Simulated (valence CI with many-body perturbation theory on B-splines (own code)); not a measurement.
Results of a calculation; reference values are marked as such.
## Ba50+: magnetic and hyperfine properties of the levels

Level of theory: valence CI with perturbative core correlation (CI+MBPT): four valence electrons over a frozen Dirac-Fock core [He], a basis of 11 s, 11 p, 9 d, 7 f, 5 g, 2 h, 1 i functions for each j, with the one-electron correlation potential Σ1, the two-electron term Σ2, the three-electron term Σ3, Breit, model QED; selected CI, second order for the rest (own B-spline code, finite nucleus).

No measured spectrum was set against this ion. As an estimate, large intervals hold to a few tenths of a per cent, small ones and those within an open d or f shell to about a per cent. Among the levels kept, up to 290 cm⁻¹ of a level comes from second order outside the variational space, and about a tenth of that is noise between levels of different J, which matters for small intervals.

A/g_I is the dipole constant over the nuclear g factor μ/I (μ in nuclear magnetons, uniformly magnetised nucleus), B/Q the quadrupole constant per barn. Both hold the static response of the core; the bare values leave it out. Large factors of s and p1/2 electrons are usually good to 5 to 10 %; those of open d and f shells near neutrality can be off by tens of per cent, and small factors of p3/2, d and f electrons come from cancelling terms and can be off by a factor of two or in sign, in half-filled shells by more. B is blank for J = 1/2, where it vanishes, and for nearly pure S terms. Energies count from the lowest level. Levels with J = 0 are left out.

Levels are named by their leading jj configuration (3d3/2^4 stands for four electrons in 3d with j = 3/2), which in mixed levels can hold well under half, so a name can repeat and another be missing. Letters in brackets count levels of one name in rising energy.

```tsv
Level	E (× 10³ cm⁻¹)	g	A/g_I (MHz)	A/g_I bare	B/Q (MHz/b)	B/Q bare
(2s^2 2p1/2 2p3/2) J=1	3168.1	1.483	-154000	-139000	328000	328000
(2s^2 2p1/2 2p3/2) J=2	3297.9	1.162	832000	835000	577000	578000
(2s 2p1/2^2 2p3/2) J=2	4750.1	1.559	2020000	2000000	585000	586000
(2s 2p1/2^2 2p3/2) J=1	5260.4	1.088	-1340000	-1300000	416000	417000
(2s^2 2p3/2^2) J=2	6573.5	1.297	349000	358000	75700	75900
(2s 2p1/2 2p3/2^2) J=2 [a]	7776.1	1.546	1490000	1480000	215000	215000
(2s 2p1/2 2p3/2^2) J=3	8068.1	1.312	1810000	1800000	-1290	-1310
(2s 2p1/2 2p3/2^2) J=1 [a]	8511.5	1.296	-1070000	-1040000	-341000	-341000
(2s 2p1/2 2p3/2^2) J=2 [b]	8594.1	1.069	-55900	-36900	-146000	-147000
(2s 2p1/2 2p3/2^2) J=1 [b]	8621.1	1.343	3900000	3860000	167000	168000
(2p1/2^2 2p3/2^2) J=2	10290	1.330	317000	335000	69200	69300
(2s 2p3/2^3) J=2	11551	1.412	2070000	2050000	-659000	-661000
(2s 2p3/2^3) J=1	12034	1.194	-1380000	-1340000	-241000	-241000
(2p1/2 2p3/2^3) J=1	13538	1.483	-179000	-153000	-324000	-325000
(2p1/2 2p3/2^3) J=2	13673	1.129	832000	838000	-720000	-722000
(2s^2 2p1/2 3s) J=1	44160	1.320	2210000	2190000	-12000	-12000
(2s^2 2p1/2 3p1/2) J=1	44616	0.651	1520000	1510000	-2890	-2900
(2s 2p1/2^2 3s) J=1	45493	1.883	3120000	3080000	40700	40800
(2s^2 2p1/2 3p3/2) J=2	45688	1.157	660000	659000	179000	180000
(2s^2 2p1/2 3p3/2) J=1	45756	1.686	995000	985000	52900	53000
(2s 2p1/2^2 3p1/2) J=1	46059	1.329	3320000	3280000	134	156
(2s^2 2p1/2 3d3/2) J=2	46075	0.752	632000	629000	42000	42400
(2s^2 2p1/2 3d3/2) J=1	46265	0.910	39200	36700	7540	7690
(2s^2 2p1/2 3d5/2) J=2	46427	1.282	-340000	-338000	33400	33800
(2s^2 2p1/2 3d5/2) J=3	46452	1.103	409000	407000	26200	26700
(2s 2p1/2^2 3p3/2) J=2	47119	1.533	1820000	1800000	177000	177000
(2s 2p1/2^2 3p3/2) J=1	47155	1.109	-1630000	-1610000	94000	94100
(2s 2p1/2^2 3d3/2) J=1	47501	0.441	-1700000	-1680000	14100	14300
(2s^2 2p3/2 3s) J=2	47518	1.483	784000	785000	662000	663000
(2s 2p1/2^2 3d3/2) J=2	47539	1.156	1690000	1670000	30400	30700
(2s^2 2p3/2 3s) J=1	47568	1.139	-82400	-66000	343000	344000
```

**Question.** Take the isotope of mass number 137, with I = 3/2, μ = 0.9375 μN and Q = 0.236 b. What is the hyperfine structure of (2s 2p1/2^2 2p3/2) J=2?

**Answer.** From the table A = 1260000 MHz, B = 138000 MHz. Shifts from the centre of gravity in MHz: F = 1/2: -5550000, F = 3/2: -3780000, F = 5/2: -716000, F = 7/2: 3810000.
